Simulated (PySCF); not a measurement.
In(Br)(Me)2 (C₂H₆BrIn), SMILES [CH3][In]([CH3])[Br].

The structure is a stationary point at B3LYP-D3(BJ)/def2-SVP. The structure was generated by enumeration; whether it is a known compound was not checked. The def2 effective core potentials stand for the cores of In; spin–orbit coupling is left out.

Two levels are set side by side: TDA-PBE/def2-SVPD (PySCF) and TDA-LC-ωPBE/def2-SVPD (PySCF). Vertical, same geometry. The lowest singlet is HOMO→LUMO 100 % with PBE and HOMO→LUMO 85 % with the other functional; states are paired by order. Differences are taken from unrounded values.

```csv
quantity,TDA-LC-ωPBE,TDA-PBE,TDA-PBE minus TDA-LC-ωPBE
lowest singlet excitation (eV),5.44,4.15,-1.30
lowest triplet excitation (TDA) (eV),5.17,4.04,-1.13
first bright state (f over 0.05) (eV),6.34,4.74,-1.61
its oscillator strength,0.14,0.06,-0.08
```

A lower first singlet is the usual sign of a functional without exact exchange. Differences between two approximate levels are no errors against the true value.

Rough cost on one machine, each run with all the roots and properties that it gave: TDA-LC-ωPBE against TDA-PBE about 2 times.
